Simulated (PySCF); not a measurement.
Mn²⁺: ionisation energy

Mn²⁺ [Ar] 3d5 (6S) → Mn³⁺ [Ar] 3d4 (5D), as a difference of total energies. All numbers are calculated (PySCF 2.14, the non-relativistic Hamiltonian (point nucleus), in cc-pVTZ (7s6p4d2f1g, 68 functions)). Correlated levels: valence: [Ar] frozen. The calculations carry no spin-orbit coupling.

Task: Order these methods by the ionisation energy they give, lowest first.
A. UHF
B. MP2 (valence)
C. M06-L
D. SCS-MP2 (valence)

Result: A (32.589 eV), D (32.865 eV), B (33.418 eV), C (33.743 eV).

These non-relativistic numbers lack the scalar-relativistic shift.

The reference lies between the lowest fine-structure levels, while these numbers refer to the centres of the terms.

Errors of the correlated levels include the incompleteness of this basis and the frozen core.

For comparison: 33.668 ± 0.012 eV (measured; NIST Atomic Spectra Database, ionization energies).
